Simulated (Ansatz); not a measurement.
Stepwise reaction of `COB(S)S` with hydrogen, as a gas-phase model of exchange steps in deposition or etching. ΔE in kJ/mol.

Isolated molecules relaxed with PBE0-D4/def2-TZVP in Ansatz; ΔE leaves out vibrations. CCSD(T)/CBS is the MP2 limit (def2-TZVPP, def2-QZVPP) plus CCSD(T) − MP2 in def2-TZVPP, frozen cores. This one scheme is used for every species. Functionals use def2-TZVPP. B3LYP here is the variant with VWN-RPA as its local correlation; programs differ in this. Each species was taken in one conformer, which may not be the lowest.

| step | reaction | PBE-D4 | B3LYP-D4 | ωB97M-V | CCSD(T)/CBS |
| --- | --- | --- | --- | --- | --- |
| 1 | `COB(S)S` + H₂ → `COBS` + H₂S | 47.4 | 39.5 | 39.2 | 41.3 |
| 2 | `COBS` + H₂ → `BOC` + H₂S | 62.3 | 53.3 | 52.9 | 53.6 |

**Question.** By hand: ΔE of the 2 steps together at CCSD(T)/CBS.

**Answer.** (41.3) + (53.6) = 94.9 kJ/mol, or 47.5 kJ/mol a step.

In ΔE each step is higher than the one before. All are uphill at CCSD(T)/CBS. PBE-D4 differs from CCSD(T)/CBS by 6.1 to 8.7 kJ/mol a step. Isolated molecules leave out the surface, adducts and barriers. Largest T1 diagnostic: 0.014.
